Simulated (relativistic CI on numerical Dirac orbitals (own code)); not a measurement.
**One change at a time: Ag XXV**

Base calculation: Dirac-Coulomb-Breit CI, orbitals from a KLI potential per configuration, model QED, unscaled Slater integrals.

CI space (outside the closed core [Ne]): 3s²3p⁶3d⁵, 3s²3p⁵3d⁶, 3s²3p⁴3d⁷, 3s3p⁶3d⁶, 3p⁶3d⁷, 3s3p⁵3d⁷, 3s²3p⁶3d⁴4s, 3s²3p⁶3d⁴4p, 3s²3p⁶3d⁴4d, 3s²3p⁶3d⁴4f, 3s²3p⁵3d⁵4s, 3s²3p⁶3d³4s², 3s²3p⁶3d⁴5s, 3s3p⁶3d⁵4s, 3s²3p⁶3d³4p², 3p⁶3d⁶4s. Levels of other configurations are missing.

Variants: (1) configuration mixing switched off. Shifts of the energy above 3s²3p⁶3d⁵ ⁶S5/2, in cm⁻¹, for the lowest level and the first level of each name with at least 55 % of one term (blank where a level changes its place among those of its configuration and J or its character, or is not in the variant):

| Level | Base | Δ(1) |
| --- | --- | --- |
| 3s²3p⁶3d⁵ ⁶S5/2 | 0 | 0 |
| 3s²3p⁶3d⁵ ⁴G7/2 | 120095 | +1075 |
| 3s²3p⁶3d⁵ ⁴G11/2 | 124981 | -1295 |
| 3s²3p⁶3d⁵ ⁴G9/2 | 131904 | -913 |
| 3s²3p⁶3d⁵ ⁴P1/2 | 136804 | +8173 |
| 3s²3p⁶3d⁵ ⁴D7/2 | 159162 | +2905 |
| 3s²3p⁶3d⁵ ⁴D1/2 | 180029 | +5413 |
| 3s²3p⁶3d⁵ ²I11/2 | 183826 | -4363 |
| 3s²3p⁶3d⁵ ²I13/2 | 200942 | -6199 |
| 3s²3p⁶3d⁵ ²H11/2 | 273782 | +199 |
| 3s²3p⁶3d⁵ ²S1/2 | 277005 | +11531 |
| 3s²3p⁶3d⁵ ²P3/2 | 395472 | +15384 |
| 3s²3p⁶3d⁵ ²P1/2 | 417599 | +14768 |
| 3s²3p⁵3d⁶ ⁶F°11/2 | 1365336 | -10654 |
| 3s²3p⁵3d⁶ ⁶D°9/2 | 1406935 | -8989 |
| 3s²3p⁵3d⁶ ⁴P°5/2 | 1412633 | -1126 |
| 3s²3p⁵3d⁶ ⁴H°13/2 | 1474615 | -9479 |
| 3s²3p⁵3d⁶ ⁴I°15/2 | 1516339 | -12038 |

At this charge energies of transitions that change n are usually good to better than 1 %, and those within a shell (Δn = 0) to a few per cent. Terms inside the open d or f shell come out 10 to 20 % too wide with unscaled integrals.

Ionisation energy from the two ground configurations alone: base 1231.41 eV. The NIST ASD value (theoretical) is 1231 eV.

LS names give the leading component of a level, which can be under half, so a name can repeat, a term be missing and a line seem to break the LS rules.
